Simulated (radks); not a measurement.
The numbers below are computed, except where a source is named.
Isoelectronic series with 3 electrons, each ion in its NIST ground configuration. Level of theory: non-relativistic Kohn-Sham, r2SCAN, spin-polarised, spherical densities, point nucleus; open shells are filled with parallel spins first (spin-orbit coupling, left out, can overturn this in heavy ions); meta-GGA in the generalised Kohn-Sham scheme (a radial shooting solver on a logarithmic mesh with Libxc functionals). Total energies (hartree) and orbital eigenvalues (Ry):

Li: configuration [He] 2s1; E (hartree) -7.47986; 2s up -0.23998; 1s down -3.90407; 1s up -3.91617
B2+: configuration [He] 2s1; E (hartree) -23.42467; 2s up -2.41874; 1s down -15.70234; 1s up -15.75006
N4+: configuration [He] 2s1; E (hartree) -48.37362; 2s up -6.61502; 1s down -35.52691; 1s up -35.61219
F6+: configuration [He] 2s1; E (hartree) -82.32312; 2s up -12.81446; 1s down -63.35625; 1s up -63.47964
Al10+: configuration [He] 2s1; E (hartree) -177.22236; 2s up -31.21589; 1s down -143.0191; 1s up -143.2193
P12+: configuration [He] 2s1; E (hartree) -238.17199; 2s up -43.41706; 1s down -194.8514; 1s up -195.0902
Cl14+: configuration [He] 2s1; E (hartree) -308.12161; 2s up -57.61837; 1s down -254.6840; 1s up -254.9613
K16+: configuration [He] 2s1; E (hartree) -387.07122; 2s up -73.81974; 1s down -322.5167; 1s up -322.8327
Sc18+: configuration [He] 2s1; E (hartree) -475.02082; 2s up -92.02117; 1s down -398.3495; 1s up -398.7042
V20+: configuration [He] 2s1; E (hartree) -571.97042; 2s up -112.2226; 1s down -482.1824; 1s up -482.5758
Mn22+: configuration [He] 2s1; E (hartree) -677.92000; 2s up -134.4241; 1s down -574.0154; 1s up -574.4475
Co24+: configuration [He] 2s1; E (hartree) -792.86958; 2s up -158.6256; 1s down -673.8485; 1s up -674.3193
Cu26+: configuration [He] 2s1; E (hartree) -916.81916; 2s up -184.8271; 1s down -781.6815; 1s up -782.1911
Ga28+: configuration [He] 2s1; E (hartree) -1049.76873; 2s up -213.0287; 1s down -897.5146; 1s up -898.0630
As30+: configuration [He] 2s1; E (hartree) -1191.71830; 2s up -243.2302; 1s down -1021.348; 1s up -1021.935
Br32+: configuration [He] 2s1; E (hartree) -1342.66786; 2s up -275.4317; 1s down -1153.181; 1s up -1153.807
Rb34+: configuration [He] 2s1; E (hartree) -1502.61742; 2s up -309.6333; 1s down -1293.014; 1s up -1293.679
